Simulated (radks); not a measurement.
Question: All-electron atom: Tl2+ in [Xe] 4f14 5d9 6p2 (not the ground configuration). Method: Dirac Kohn-Sham, PBE, spin-unpolarised, spherical densities, point nucleus; open shells fill j = l - 1/2 first; computed with a radial shooting solver on a logarithmic mesh with Libxc functionals. Some entries of the table are withheld. Estimate them.

orbital  occ.  eigenvalue (eV)  <1/r> (bohr^-1)
1s1/2       2        -85515.12            99.55
2s1/2       2        -15232.81            24.56
2p1/2       2        -14620.37            24.49
2p3/2       4        -12554.36            19.69
3s1/2       2        -3654.249            9.006
3p1/2       2              (1)            8.913
3p3/2       4              (2)            7.658
3d3/2       4        -2465.905            7.558
3d5/2       6        -2367.838            7.276
4s1/2       2        -834.6935            3.819
4p1/2       2        -716.0644              (3)
4p3/2       4        -604.3884              (4)
4d3/2       4        -411.1308            3.075
4d5/2       6        -390.2998            2.976
5s1/2       2        -154.9654              (5)
4f5/2       6        -140.8461            2.625
4f7/2       8        -136.2449            2.587
5p1/2       2        -115.0703              (6)
5p3/2       4         -94.6433              (7)
5d3/2       4         -39.7685            1.008
5d5/2       5         -37.3835           0.9722
6p1/2       2         -19.7544           0.4901
6p3/2       0         -17.5007           0.4419

Answer: 
(1) 3p1/2 eigenvalue (eV): -3378.696
(2) 3p3/2 eigenvalue (eV): -2919.369
(3) 4p1/2 <1/r> (bohr^-1): 3.708
(4) 4p3/2 <1/r> (bohr^-1): 3.274
(5) 5s1/2 <1/r> (bohr^-1): 1.575
(6) 5p1/2 <1/r> (bohr^-1): 1.452
(7) 5p3/2 <1/r> (bohr^-1): 1.294
